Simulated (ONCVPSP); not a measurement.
## Pseudopotential generation for gallium: ONCV, PBE, scalar-relativistic.

| Item | Value |
| --- | --- |
| Element | gallium (Ga) |
| Generator | ONCVPSP 4.0.1 |
| Type | optimised norm-conserving Vanderbilt (ONCV) |
| Functional | PBE |
| Relativity | scalar-relativistic |
| Frozen core | [Ar] |
| Valence charge | 13 |
| Reference configuration | 3d10 4s2 4p1 |
| Partial waves | 4s: rc 2.10 bohr, ncon 4, nbas 7, qcut 3.2 1/bohr, 2 projectors, debl 3.8 Ha; 4p: rc 2.10 bohr, ncon 4, nbas 9, qcut 4.2 1/bohr, 1 projector; 3d: rc 1.05 bohr, ncon 5, nbas 9, qcut 15.9 1/bohr, 2 projectors, debl 1.7 Ha |
| Local potential | polynomial inside 0.85 bohr (lpopt 5, dvloc0 0 Ha) |
| Core correction | none |

All-electron outer shells of the reference configuration (PBE, scalar-relativistic, ld1.x):

```
shell  level (eV)  outermost node (bohr)  outermost maximum (bohr)
   3s     -148.13                   0.27                      0.56
   3p      -98.86                   0.24                      0.56
   3d      -19.15                      –                      0.53
   4s       -8.95                   0.81                      1.90
   4p       -2.58                   0.87                      2.53
```

What the tests gave:

| Item | Value |
| --- | --- |
| Cutoffs needed | 103 Ha and 115 Ha (the cutoffs (Ha) at which the residual kinetic energy of the hardest occupied pseudo-wave falls to 1 and 0.1 mHa per electron) |
| Ghost test | ghosts flagged at negative energy: s at -29.7 eV, p at -3.2 eV; no localised positive-energy state flagged; a true bound ghost makes a file unfit for plane-wave use |
| Configuration tests | 4 of 4 tests not solved or not reliable |

Generation and tests took about 4 s on one core of a shared server CPU.
